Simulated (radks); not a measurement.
Task: Species: Sn III. Configuration: [Kr] 4d10 5s2 (the NIST ground configuration). Calculated with a radial shooting solver on a logarithmic mesh with Libxc functionals: Dirac Kohn-Sham, Wu-Cohen GGA, spin-unpolarised, spherical densities, point nucleus.

Spin-orbit splittings of the eigenvalues, e(l+1/2) - e(l-1/2), with zeta = 2 splitting/(2l+1) and mean radii in bohr:

| shell | occ. | splitting (eV) | zeta (eV) | <r> j=l-1/2 | <r> j=l+1/2 |
|---|---|---|---|---|---|
| 2p | 6 | 230.7 | 153.8 | 0.1058 | 0.1112 |
| 3p | 6 | ? | ? | 0.3300 | 0.3412 |
| 3d | 10 | 8.693 | 3.477 | 0.3126 | 0.3162 |
| 4p | 6 | 7.603 | 5.069 | 0.8653 | 0.8951 |
| 4d | 10 | 1.052 | 0.4206 | 1.084 | 1.098 |

Estimate the 3p splitting.

Result: 42.11 eV (zeta = 28.07 eV).
